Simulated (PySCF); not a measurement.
**How the method moves the HOMO and LUMO of `CSCO[SiH3]`**

Compound: C2H8OSSi.
Numbering: `[CH3:1][S:2][CH2:3][O:4][SiH3:5]` (hydrogens: H6, H7, H8 on C1; H9, H10 on C3; H11, H12, H13 on Si5)

Geometry (PBE0-D3(BJ)/def2-SVP, Å), atoms numbered from 1 in this order:
```
atom  x, y, z in Å
C1    -2.3966    0.0314    0.5663
S2    -1.6040   -0.7439   -0.8575
C3     0.0820   -0.8149   -0.2356
O4     0.6165    0.4598   -0.0316
Si5    2.2201    0.7433    0.3367
H6    -3.4416    0.2259    0.2890
H7    -1.9041    0.9856    0.7989
H8    -2.3786   -0.6272    1.4484
H9     0.6429   -1.3850   -1.0000
H10    0.0962   -1.3990    0.7047
H11    3.1067    0.1757   -0.7267
H12    2.5881    0.1105    1.6425
H13    2.3778    2.2187    0.4182
```

Basis pcSseg-1 throughout (PySCF), one geometry. Geometry: PBE0-D3(BJ)/def2-SVP, one conformer, isolated molecule.

**Question.** How do the orbital energies, the gap and the dipole change with the method?

**Answer.** 
```
   method                    kind  HOMO (eV)  LUMO (eV)  gap (eV)  μ (D)  SCF cycles
     BLYP                     GGA      -5.21      -0.41      4.80   1.45          15
    B97-D                     GGA      -5.35      -0.37      4.98   1.52          15
      PBE                     GGA      -5.37      -0.57      4.80   1.52          15
     OPBE                     GGA      -5.38      -0.35      5.03   1.58          15
      LDA                     LDA      -5.47      -0.85      4.62   1.58          14
      KT3                     GGA      -5.47      -0.57      4.91   1.49          15
      KT2                     GGA      -5.48      -0.71      4.77   1.51          15
     BP86                     GGA      -5.48      -0.60      4.88   1.53          15
    B3LYP           global hybrid      -6.36       0.11      6.47   1.57          13
    B97-2           global hybrid      -6.37       0.34      6.71   1.64          13
     PBE0           global hybrid      -6.60       0.30      6.91   1.65          13
 mPW1PW91           global hybrid      -6.64       0.34      6.97   1.66          13
BHandHLYP           global hybrid      -7.70       1.21      8.91   1.69          12
CAM-B3LYP  range-separated hybrid      -7.93       1.34      9.27   1.63          13
  wB97X-D  range-separated hybrid      -8.50       2.11     10.61   1.71          13
  LC-wPBE  range-separated hybrid      -9.36       2.54     11.90   1.73          14
       HF            Hartree–Fock      -9.45       3.51     12.96   1.82          11
```

The HOMO spans 4.24 eV, from BLYP down to HF, and the gap runs from 4.62 eV (LDA) to 12.96 eV (HF). Over the methods BLYP (0 %), B97-D (0 %), PBE (0 %), OPBE (0 %), LDA (0 %), KT3 (0 %), KT2 (0 %), BP86 (0 %), B3LYP (20 %), B97-2 (21 %), PBE0 (25 %), mPW1PW91 (25 %), BHandHLYP (50 %), HF (100 %), a straight line through the gap against the share of exact exchange rises by 0.81 eV for each 10 % (correlation coefficient 0.999). The dipole ranges from 1.45 D (BLYP) to 1.82 D (HF). This basis has no diffuse functions.
